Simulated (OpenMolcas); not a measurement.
Tc5+ in a point-charge field

Tc5+ among 5 point charges of -2 e arranged as a square pyramid (C4v), 2.18 Å from the ion, with the axial distance 2.027 Å.

| Quantity | Value |
| --- | --- |
| Program | OpenMolcas 26.06 |
| Method | CASSCF |
| Basis | ANO-RCC-VDZP [6s5p3d1f] |
| Scalar Hamiltonian | DKH2, point nucleus |
| Active space | 2 electrons in 5 orbitals (4d) |
| State averaging | 2S+1 = 3 even, 10 roots; 2S+1 = 1 even, 15 roots |
| Spin-orbit coupling | RASSI with atomic mean-field integrals over the reference wave functions |

The lowest spin-free states, above the lowest:

```json
{"State": "2S+1 = 3", "Degeneracy": "1", "E (cm-1)": "0.0", "Free-ion L (%)": "F (95)"}
{"State": "2S+1 = 3", "Degeneracy": "2", "E (cm-1)": "1999", "Free-ion L (%)": "F (99)"}
{"State": "2S+1 = 3", "Degeneracy": "1", "E (cm-1)": "4514", "Free-ion L (%)": "F (100)"}
{"State": "2S+1 = 3", "Degeneracy": "2", "E (cm-1)": "5968", "Free-ion L (%)": "F (94)"}
{"State": "2S+1 = 3", "Degeneracy": "1", "E (cm-1)": "9605", "Free-ion L (%)": "F (100)"}
{"State": "2S+1 = 1", "Degeneracy": "1", "E (cm-1)": "12784", "Free-ion L (%)": "D (86)"}
{"State": "2S+1 = 1", "Degeneracy": "1", "E (cm-1)": "13487", "Free-ion L (%)": "D (72)"}
{"State": "2S+1 = 1", "Degeneracy": "2", "E (cm-1)": "15928", "Free-ion L (%)": "D (82)"}
{"State": "2S+1 = 3", "Degeneracy": "2", "E (cm-1)": "17133", "Free-ion L (%)": "P (93)"}
{"State": "2S+1 = 1", "Degeneracy": "1", "E (cm-1)": "18111", "Free-ion L (%)": "D (88)"}
{"State": "2S+1 = 1", "Degeneracy": "1", "E (cm-1)": "19105", "Free-ion L (%)": "G (95)"}
{"State": "2S+1 = 1", "Degeneracy": "2", "E (cm-1)": "19797", "Free-ion L (%)": "G (92)"}
{"State": "2S+1 = 1", "Degeneracy": "1", "E (cm-1)": "20990", "Free-ion L (%)": "G (86)"}
{"State": "2S+1 = 3", "Degeneracy": "1", "E (cm-1)": "25127", "Free-ion L (%)": "P (95)"}
{"State": "2S+1 = 1", "Degeneracy": "2", "E (cm-1)": "25489", "Free-ion L (%)": "G (90)"}
{"State": "2S+1 = 1", "Degeneracy": "1", "E (cm-1)": "25497", "Free-ion L (%)": "G (72)"}
{"State": "2S+1 = 1", "Degeneracy": "1", "E (cm-1)": "31490", "Free-ion L (%)": "G (100)"}
{"State": "2S+1 = 1", "Degeneracy": "1", "E (cm-1)": "31597", "Free-ion L (%)": "G (91)"}
{"State": "2S+1 = 1", "Degeneracy": "1", "E (cm-1)": "53966", "Free-ion L (%)": "S (92)"}
```

The lowest levels with spin-orbit coupling:

| E (cm-1) | Degeneracy | 2S+1 | g |
| --- | --- | --- | --- |
| 0.0 | 1 | 3 |  |
| 547.8 | 2 | 3 | 0.00 0.00 3.33 |
| 2198 | 1 | 3 |  |
| 3085 | 1 | 3 |  |
| 3136 | 1 | 3 |  |
| 3352 | 2 | 3 | 0.00 0.00 0.42 |
| 4157 | 1 | 3 |  |
| 5455 | 1 | 3 |  |
| 6097 | 2 | 3 | 0.00 0.00 1.87 |
| 6332 | 1 | 3 |  |
| 6627 | 1 | 3 |  |
| 7111 | 2 | 3 | 0.00 0.00 4.12 |
| 8640 | 1 | 3 |  |
| 8647 | 1 | 3 |  |
| 11354 | 1 | 3 |  |
| 11356 | 2 | 3 | 0.00 0.00 5.46 |
| 14327 | 1 | 1 (89 %) |  |
| 14609 | 1 | 1 (89 %) |  |
| 16731 | 2 | 1 (68 %) | 0.00 0.00 1.59 |
| 17378 | 1 | 3 (84 %) |  |

Powder χT (cm3 K/mol): 0 at 2 K, 0.00285 at 10 K, 0.0142 at 50 K, 0.0287 at 100 K, 0.0713 at 200 K, 0.136 at 300 K. The effective moment at 300 K is 2.828 √(χT) = 1.04 μB.

The lowest level has 2S+1 = 3, for which the spin-only value is χT = S(S+1) / 2 = 1.000 cm3 K/mol (g = 2). The computed 0.136 at 300 K differs by -0.864, through orbital momentum, spin-orbit coupling and any other state in reach.

Spin-orbit coupling mixes the spin-free states strongly: the lowest level takes only 70 % from its leading state, an unlabelled state of the same spin as most of the rest. Without dynamic correlation the repulsion within the d shell is too large (B by tens of per cent), so at a given field states of lower spin stand too high. This is an electrostatic model: the charges have no orbitals. An unlabelled pair can be two single states that coincide in this model. No measured value stands beside these numbers.

The RASSCF and RASSI steps took 7 s on 1 thread of Intel(R) Xeon(R) Platinum 8488C (Sapphire Rapids), with other jobs on the host; the integral step is not counted.

A state without a sure symmetry label is named by its multiplicity alone. With an even number of electrons the g values are those of a degenerate or nearly degenerate non-Kramers pair.
